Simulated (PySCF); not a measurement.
## Spinor energies of P²⁺ (phosphorus, charge +2)

Start: [Ne] 3s2 3p1; 3p1/2 filled at m_j = +1/2. Calculated with PySCF 2.14 in x2c-TZVPall-2c: generalised Hartree-Fock with the X2C-1e Hamiltonian and a Gaussian nucleus; one run each with spin-orbit coupling (SO) switched off, then screened by Boettger's factors.

```tsv
spinor shell	electrons	ε, spin-free (eV)	ε, screened SO (eV)	weight of nominal j (screened SO)	rms radius, screened SO (bohr)
1s1/2	2	-2206.7	-2206.6	1.000	0.120
2s1/2	2	-229.35	-229.33	1.000	0.559
2p1/2	2	-170.79	-171.74	0.984	0.537
3s1/2	2	-38.685	-38.676	0.995	1.89
3p1/2	1	-30.069	-30.114	0.933	2.13
```

Problem. Where does 2p3/2 lie, and what is the 2p spin-orbit splitting (screened SO)?

Solution. At -170.30 eV, 1.438 eV above 2p1/2.

```
   quantity   spin-free  screened SO
E (hartree)  -340.46029   -340.46236
        M_J         1/2          1/2
       ⟨J²⟩       1.050        0.971
       ⟨L²⟩       2.058        2.058
       ⟨S²⟩       0.769        0.769
```

Each row is a mean over spinors that exchange with the open shell spreads, by up to 1.060 eV (2p1/2).

⟨J²⟩ departs a little from M_J(M_J + 1) because the unrestricted spinors polarise the closed shells.

Without spin-orbit coupling the j labels of p, d and f shells carry no meaning; the spin-free column gives the mean over the occupied spinors of each nl shell, and its ⟨J²⟩ belongs to a mixture of degenerate components.
